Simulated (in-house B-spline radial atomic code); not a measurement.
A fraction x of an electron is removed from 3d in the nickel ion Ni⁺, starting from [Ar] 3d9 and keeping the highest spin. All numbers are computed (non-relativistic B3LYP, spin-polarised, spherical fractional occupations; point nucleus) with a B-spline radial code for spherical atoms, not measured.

Caution: exact exchange at fractional occupations of open shells leaves self-interaction of up to several eV.

```json
{"x": "0", "E(x) - E(0) (eV)": "0.0000", "3d down level (eV)": "-13.634"}
{"x": "0.01", "E(x) - E(0) (eV)": "0.1370", "3d down level (eV)": "-13.759"}
{"x": "0.18", "E(x) - E(0) (eV)": "2.6612", "3d down level (eV)": "-15.955"}
{"x": "0.3", "E(x) - E(0) (eV)": "4.6719", "3d down level (eV)": "-17.565"}
{"x": "0.42", "E(x) - E(0) (eV)": "6.8788", "3d down level (eV)": "-19.223"}
{"x": "0.5", "E(x) - E(0) (eV)": "8.4618", "3d down level (eV)": "-20.355"}
{"x": "0.58", "E(x) - E(0) (eV)": "10.1361", "3d down level (eV)": "-21.506"}
{"x": "0.72", "E(x) - E(0) (eV)": "13.2907", "3d down level (eV)": "-23.569"}
{"x": "0.77", "E(x) - E(0) (eV)": "14.4879", "3d down level (eV)": "-24.320"}
{"x": "1", "E(x) - E(0) (eV)": "20.4863", "3d down level (eV)": "-27.866"}
```

The exact functional would give a straight line between the two integer points. Deviations E(x) - E(0) - x[E(1) - E(0)], in eV: -0.068 at x = 0.01, -1.026 at x = 0.18, -1.474 at x = 0.3, -1.725 at x = 0.42, -1.781 at x = 0.5, -1.746 at x = 0.58, -1.459 at x = 0.72, -1.287 at x = 0.77.

The curve lies below the straight line by up to 1.781 eV (at x = 0.5): convex, the delocalisation error, to which spherically averaged exact exchange adds.

(1) How well does Slater's transition state (minus the level at half occupation) give the ionisation energy?

Answers

(1) It gives 20.355 eV against 20.486 eV from the two total energies; NIST lists 18.17 eV, ground level to ground level. The end point has an open shell averaged over its orbitals, so its exact exchange keeps a self-interaction and this is no true integer point.
